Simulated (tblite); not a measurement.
C₅H₁₁BrSi.
SMILES with atom numbers: `[CH3:1][SiH:2]([CH3:3])/[CH:4]=[CH:5]\[CH2:6][Br:7]` (hydrogens: H8, H9, H10 on C1; H11 on Si2; H12, H13, H14 on C3; H15 on C4; H16 on C5; H17, H18 on C6)

Computed with GFN2-xTB (tblite), gas phase: L-BFGS steps from a force-field or distance-geometry start until the largest atomic force falls under 0.01 eV/Å.

Step 74: E = -600.8197 eV
```
atom  x, y, z in Å  |  force x, y, z in eV/Å
C1     -0.9594    1.6846   -0.0963   -0.004   0.004   0.005
Si2    -0.8241   -0.1686    0.3153    0.030   0.065   0.032
C3     -2.4076   -1.0834   -0.1903   -0.026   0.018  -0.011
C4      0.6180   -0.9799   -0.6111    0.024   0.035   0.000
C5      1.9137   -0.7798   -0.3955   -0.002   0.060   0.026
C6      2.4413    0.1373    0.6440    0.058  -0.008   0.018
Br7     2.8895    1.9019   -0.1191   -0.022   0.024  -0.060
H8     -1.6890    2.1619    0.5540    0.004   0.004  -0.058
H9     -0.0149    2.2053    0.0411   -0.071  -0.027  -0.028
H10    -1.2752    1.8456   -1.1253    0.028   0.002   0.058
H11    -0.6139   -0.3084    1.7704    0.009  -0.059   0.033
H12    -2.7926   -0.7056   -1.1326   -0.015  -0.014  -0.029
H13    -2.2367   -2.1489   -0.3094   -0.018  -0.004   0.038
H14    -3.1885   -0.9525    0.5533    0.032  -0.014  -0.029
H15     0.3477   -1.6674   -1.4023    0.038  -0.022  -0.020
H16     2.6788   -1.2654   -0.9948   -0.090   0.018  -0.019
H17     1.7165    0.3360    1.4302    0.038   0.006  -0.027
H18     3.3875   -0.2060    1.0568   -0.012  -0.091   0.070
```

Step 75: E = -600.8204 eV
```
atom  x, y, z in Å  |  force x, y, z in eV/Å
C1     -0.9640    1.6814   -0.0938   -0.008  -0.062   0.005
Si2    -0.8242   -0.1698    0.3174    0.022   0.040  -0.001
C3     -2.4073   -1.0882   -0.1840    0.058   0.049  -0.028
C4      0.6183   -0.9717   -0.6173    0.034   0.041  -0.026
C5      1.9141   -0.7790   -0.3933   -0.007   0.058   0.020
C6      2.4435    0.1364    0.6483   -0.001  -0.060   0.051
Br7     2.9132    1.8846   -0.1317    0.007   0.047  -0.060
H8     -1.6889    2.1626    0.5520   -0.105   0.035   0.035
H9     -0.0243    2.2010    0.0430    0.088   0.038  -0.016
H10    -1.2781    1.8413   -1.1195   -0.008   0.012  -0.066
H11    -0.6106   -0.3024    1.7703    0.015  -0.075   0.069
H12    -2.7870   -0.7171   -1.1275   -0.048   0.042  -0.129
H13    -2.2367   -2.1515   -0.3024   -0.006  -0.081   0.067
H14    -3.1905   -0.9505    0.5515   -0.024  -0.022   0.055
H15     0.3511   -1.6416   -1.4264    0.037  -0.022   0.040
H16     2.6782   -1.2639   -0.9939   -0.078   0.024  -0.026
H17     1.7040    0.3547    1.4180    0.113  -0.029  -0.033
H18     3.3804   -0.2199    1.0776   -0.089  -0.036   0.044
```

Task: Estimate the geometry and energy of step 76. (The exact step hangs on the optimiser's Hessian estimate; all steps are aligned on step 75, rigid shifts and turns removed.)

Result: E = -600.8224 eV, largest force 0.095 eV/Å
```
atom  x, y, z in Å  |  force x, y, z in eV/Å
C1     -0.9629    1.6820   -0.0919    0.007   0.023  -0.006
Si2    -0.8232   -0.1693    0.3154    0.010   0.013   0.005
C3     -2.4080   -1.0871   -0.1847    0.015   0.000  -0.043
C4      0.6187   -0.9734   -0.6188    0.016   0.045  -0.011
C5      1.9141   -0.7791   -0.3946   -0.005   0.045   0.007
C6      2.4439    0.1361    0.6461    0.014  -0.036   0.031
Br7     2.9047    1.8901   -0.1330   -0.002   0.020  -0.045
H8     -1.7007    2.1565    0.5484   -0.040   0.014  -0.025
H9     -0.0236    2.2048    0.0612   -0.017  -0.004  -0.028
H10    -1.2630    1.8467   -1.1237    0.013   0.003   0.018
H11    -0.6109   -0.3034    1.7693    0.016  -0.074   0.055
H12    -2.7826   -0.7242   -1.1366   -0.021   0.001  -0.044
H13    -2.2411   -2.1557   -0.2881   -0.022   0.021   0.062
H14    -3.1944   -0.9383    0.5485    0.023  -0.024  -0.006
H15     0.3513   -1.6469   -1.4249    0.040  -0.013   0.038
H16     2.6771   -1.2650   -0.9951   -0.064   0.020  -0.029
H17     1.7080    0.3484    1.4198    0.090  -0.010  -0.021
H18     3.3838   -0.2159    1.0710   -0.073  -0.043   0.043
```

The energy changes by -0.0020 eV. The first-order estimate −F·Δx gives -0.0030 eV and the mean of the old and new forces, exact on a quadratic surface, -0.0020 eV. The step makes an angle of 79° with the force vector and moves no atom by more than 0.019 Å.

What follows is the cost of the whole relaxation. On an Arm Neoverse V2 with one thread, no GPU, shared host with 96 logical CPUs at a one-minute load of 60, this took 0.78 s.
